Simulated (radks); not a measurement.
The numbers below are computed, except where a source is named.
The germanium ion Ge+, 31 electrons, occupied as [Ar] 3d10 4s2 4p1 (the NIST ground configuration). Code: a radial shooting solver on a logarithmic mesh with Libxc functionals. Model: Dirac Kohn-Sham, RPBE, spin-unpolarised, spherical densities, finite nucleus; open shells are shared between the two j in proportion to 2j + 1; Fermi nuclear charge, rms radius 4.0742 fm.

Spin-orbit splittings of the eigenvalues, e(l+1/2) - e(l-1/2), with zeta = 2 splitting/(2l+1) and mean radii in bohr:

| shell | occ. | splitting (eV) | zeta (eV) | <r> j=l-1/2 | <r> j=l+1/2 |
|---|---|---|---|---|---|
| 2p | 6 | 31.87 | 21.25 | 0.1812 | 0.1848 |
| 3p | 6 | 4.271 | 2.847 | 0.6397 | 0.6504 |
| 3d | 10 | 0.5854 | 0.2342 | 0.7314 | 0.7367 |
| 4p | 1 | 0.2401 | 0.1601 | 2.542 | 2.582 |
